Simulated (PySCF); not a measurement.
Spectrum to structure. Theory: TDDFT CAM-B3LYP/def2-SVPD, vertical, gas phase, core orbitals frozen in the response in PySCF. Geometries: GFN2-xTB, one conformer each.

```csv
state,E (eV),f,"main configurations (H = HOMO, L = LUMO)"
S1,5.86,0.569,H→L (98%)
S2,6.52,0.0035,H→L+1 (92%)
S3,7.37,0.034,H→L+2 (93%)
S4,7.45,0.0023,"H-1→L (46%), H→L+5 (20%), H→L+3 (16%)"
S5,7.63,0.017,"H→L+3 (47%), H-1→L (27%)"
S6,7.75,0.0019,"H-3→L (45%), H-2→L (22%), H→L+3 (11%)"
S7,7.87,0.034,"H→L+4 (30%), H-1→L (21%), H-3→L (16%)"
S8,8.10,0.0084,"H→L+5 (36%), H→L+4 (23%), H→L+7 (9%)"
```

Question: Which structure fits? All have the formula C6H7F3.
A. `FC([C@H]1C=CCC1)(F)F`
B. `C=C(/C=C\F)CC(F)F`
C. `FC1=C[C@@H](C(F)F)CC1`

Answer: B. Its S1, at 5.86 eV, is the lowest among the candidates; the nearest of the others has S1 at 7.04 eV. S1 is HOMO→LUMO (98%). Löwdin shares by element: HOMO carbon 80% or more (atoms not listed hold the other 20%); LUMO carbon 78% or more (atoms not listed hold the other 22%). At the same level the other candidates give, for their lowest levels:
- `FC(F)(F)[C@H]1C=CCC1`: 7.14 eV (f 0.250); 7.22 eV (f 0.017); 8.04 eV (f 0.006); 8.15 eV (f 0.016); 8.50 eV (f 0.017); T1 4.39 eV; HOMO -8.91, LUMO 1.13 eV
- `FC1=C[C@@H](C(F)F)CC1`: 7.04 eV (f 0.012); 7.09 eV (f 0.261); 7.41 eV (f 0.002); 7.90 eV (f 0.006); 8.24 eV (f 0.021); T1 4.43 eV; HOMO -8.70, LUMO 1.21 eV

Conformer computed: `[CH2:1]=[C:2](/[CH:3]=[CH:4]\[F:5])[CH2:6][CH:7]([F:8])[F:9]`: C1–C2–C3–C4 179°, C1–C2–C6–C7 101°, C2–C6–C7–F8 180°.
Triplets come from the Tamm–Dancoff approximation.
